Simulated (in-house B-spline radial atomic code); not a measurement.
Configurations of V VII (V6+), with energies counted from [Ne] 3s2 3p5. All numbers are computed (Dirac-Hartree-Fock, average of configuration; Fermi nucleus of rms radius 3.6002 fm) with a B-spline radial code for spherical atoms, not measured. Energies include first-order Breit, QED and recoil terms.

Occupations are held fixed; configurations that lie above the ionisation limit could autoionise.

```csv
configuration,E - E(ref) (eV),highest orbital,its <r> (bohr)
[Ne] 3s2 3p4 5f1,123.23,5f7/2,4.313
[Ne] 3s2 3p4 6f1,131.65,6f7/2,6.629
[Ne] 3s1 3p5 4d1,132.13,4d5/2,2.378
[Ne] 3s2 3p4 7s1,132.4,7s1/2,7.852
[Ne] 3s2 3p4 7d1,135.45,7d5/2,8.987
[Ne] 3s1 3p5 5g1,156.86,5g9/2,3.916
[Ne] 3s1 3p5 7g1,169.93,7g9/2,9.045
```

(1) Order these further configurations by energy, lowest first.
A. [Ne] 3s1 3p5 5d1
B. [Ne] 3s1 3p5 7f1
C. [Ne] 3s1 3p5 5f1
D. [Ne] 3s1 3p5 3d1
E. [Ne] 3s2 3p4 6s1

(2) How far above the reference does [Ne] 3s2 3p4 5s1 lie?

(3) How far above the reference does [Ne] 3s2 3p4 4d1 lie?

(4) How far above the reference does [Ne] 3s2 3p4 4f1 lie?

Answers

(1) D (74.965 eV), E (124.41 eV), A (152.24 eV), C (156.11 eV), B (169.63 eV).

(2) 109.66 eV; its least bound orbital is 5s1/2 with <r> = 3.519 bohr.

(3) 99.295 eV; its least bound orbital is 4d5/2 with <r> = 2.382 bohr.

(4) 107.86 eV; its least bound orbital is 4f7/2 with <r> = 2.434 bohr.
